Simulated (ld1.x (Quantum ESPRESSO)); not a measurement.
u(r) = r·R(r): atom against pseudo-atom (S (Z = 16))

Columns: radius, all-electron u(r) and pseudo u(r) of the 3p shell (level -7.29 eV) of sulfur in the configuration [Ne] 3s1.5 3p4.5; PBE, scalar-relativistic, TM scheme, ld1.x (Quantum ESPRESSO) 7.5.

```csv
r (bohr),all-electron,pseudo
0.072,0.1047,-0.0168
0.145,0.2447,-0.0627
0.217,0.3209,-0.1224
0.290,0.3289,-0.1799
0.362,0.2840,-0.2204
0.435,0.2038,-0.2421
0.507,0.1057,-0.2503
0.580,-0.0016,-0.2555
0.652,-0.1076,-0.2672
0.725,-0.2102,-0.2930
0.798,-0.3048,-0.3368
0.870,-0.3886,-0.3960
0.942,-0.4624,-0.4630
1.015,-0.5273,-0.5273
1.088,-0.5821,-0.5821
1.160,-0.6269,-0.6269
1.232,-0.6627,-0.6627
1.305,-0.6908,-0.6908
1.378,-0.7112,-0.7112
1.450,-0.7247,-0.7247
1.522,-0.7323,-0.7323
1.595,-0.7349,-0.7349
1.668,-0.7329,-0.7329
1.740,-0.7272,-0.7272
1.812,-0.7182,-0.7182
1.885,-0.7065,-0.7065
```

(1) How many radial nodes do the two functions have?

(2) At about which radius was the pseudo-wave matched?

(3) Is the pseudo-wave norm-conserving?

Results:

(1) The all-electron 3p function has n − l − 1 = 1; the pseudo-wave has 0, since the states of the same l below it are removed with the core.

(2) 1.04 bohr, where the columns begin to agree (steps of 0.07 bohr).

(3) Yes: the TM scheme keeps the norm inside the radius equal to the all-electron one, which fixes the energy derivative of the logarithmic derivative at the level.
